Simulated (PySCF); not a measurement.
# Computed structure and properties of Ho(NH2)3

System: Ho(NH2)3 (singlet in the valence; each metal's 4f electrons, 10 of them, lie in its core potential, out of spins and levels); start: displaced along the imaginary mode (C1). Method: PySCF 2.14.0, RKS B3LYP, Ho lcecp-1-SVP with ECP56, N def2-SVP, H def2-SVP; non-relativistic Hamiltonian with scalar-relativistic core potentials where named; density fitting; no spin-orbit coupling.

Input of the relaxation:

```python
mol = gto.M(atom='''
Ho    -0.00000     0.00000     0.00000
N      2.20228    -0.00003     0.01297
H      2.84702     0.09281     0.80680
H      2.81778    -0.09289    -0.80487
N     -1.10111     1.90724    -0.00205
H     -1.19851     2.57594     0.80568
H     -1.63381     2.32996    -0.80599
N     -1.10117    -1.90721    -0.01092
H     -1.27399    -2.52082     0.80502
H     -1.55848    -2.38500    -0.80665''',
    basis={'Ho': 'lcecp-1-SVP', 'N': 'def2-SVP', 'H': 'def2-SVP'},
    ecp={'Ho': 'lcecp-1-SVP'},
    charge=0, spin=0)
mf = dft.RKS(mol, xc='B3LYP')
mf.grids.atom_grid = (50, 194)  # f atoms: unpruned, at least (60, 302)
mf = mf.density_fit()  # fitting sets: Ho AutoAux, N def2-universal-JKFIT, H def2-universal-JKFIT
mf.conv_tol = 1e-08; mf.max_cycle = 55
mf.kernel(dm0)  # dm0: converged density of the start geometry
# quasi-Newton relaxation in Cartesian coordinates to a largest gradient under 0.00045 Eh/bohr, steps kept in the point group
```

Run from Python with OMP_NUM_THREADS=2; the lines above give its settings. Where DIIS fails, smearing, a level shift and second-order steps follow.
It took 3.2 min on 2 threads of Intel(R) Xeon(R) Platinum 8488C (Sapphire Rapids) (shared host), from the converged density of the start.

Course of the relaxation:

| step | energy above end (eV) | largest force component within the symmetry (eV/Å) |
| --- | --- | --- |
| 0 | 0.8765 | 1.107 |
| 1 | 0.7627 | 0.202 |
| 2 | 0.6184 | 0.698 |
| 3 | 0.5781 | 1.265 |
| 4 | 0.4320 | 0.661 |
| 5 | 0.4012 | 0.897 |
| 6 | 0.3557 | 0.443 |
| 7 | 0.3047 | 0.378 |
| 37 | 0.0006 | 0.037 |
| 38 | 0.0004 | 0.030 |
| 39 | 0.0002 | 0.025 |
| 40 | 0.0001 | 0.026 |
| 41 | 0.0000 | 0.016 |
| 42 | 0.0000 | 0.011 |
(The steps between are left out.)

Relaxed geometry (Cs, nearly D3h):

```xyz
10

Ho    0.0093   -0.0042   -0.0378
N     2.1713   -0.0051    0.2156
H     2.7764    0.8108    0.3369
H     2.8023   -0.8099    0.2436
N    -1.0834    1.8771   -0.0015
H    -0.7000    2.8189    0.1090
H    -2.0948    2.0095   -0.0791
N    -1.0807   -1.8779   -0.2309
H    -0.7068   -2.8299   -0.2354
H    -2.0936   -1.9893   -0.3204
```

```csv
contact,Å
Ho1–N2 (NH2),2.177
Ho1–N5 (NH2),2.176
Ho1–N8 (NH2),2.176
```

On the finer grid (75, 302):

```json
{
 "HOMO": "-5.82 eV",
 "LUMO": "-1.42 eV",
 "Dipole about the centre of mass": "0.11 D",
 "Set of Mulliken populations of Ho1 outside the core potential": "s 2.27, p 6.40, d 1.45, f 0.05",
 "D3(BJ) dispersion energy (not in the energies)": "-0.288 eV"
}
```

| atom | Mulliken (e) | Löwdin (e) | spin (e) |
| --- | --- | --- | --- |
| Ho1 | 0.83 | 0.49 | 0.00 |
| N2 | -0.49 | -0.30 | 0.00 |
| H3 | 0.11 | 0.07 | 0.00 |
| H4 | 0.11 | 0.07 | 0.00 |
| N5 | -0.49 | -0.30 | 0.00 |
| H6 | 0.11 | 0.07 | 0.00 |
| H7 | 0.11 | 0.07 | 0.00 |
| N8 | -0.49 | -0.30 | 0.00 |
| H9 | 0.11 | 0.07 | 0.00 |
| H10 | 0.11 | 0.07 | 0.00 |

The 4f levels lie in the core potential and are missing. Their spin isn't counted.

On the grid (50, 194), as all that follows. Harmonic modes: a minimum within the noise of the softest modes; lowest 24 cm⁻¹ (negative: unstable), highest 3557 cm⁻¹, zero-point energy 1.924 eV.

Taking off one NH2 (charge -1, singlet; the rest: singlet) in vacuum, both parts rigid, costs 10.74 eV; the small basis without counterpoise inflates it. Most of it is the attraction of opposite charges; other ways to part are cheaper, and one spin state was tried for the rest.

Rigid scan of NH2 along the line from its metal:

(distance to N2 (Å), energy (eV)): (1.88, 1.011), (1.98, 0.390), (2.08, 0.085), (2.18, 0.000), (2.28, 0.066), (2.38, 0.234), (2.58, 0.743), (2.88, 1.657), (3.28, 2.817), (3.78, 3.949)

One start shape was tried, so this needn't be the lowest isomer.

An lcecp potential fixes the number of 4f electrons, so in runs with it no electron can move into or out of that shell.
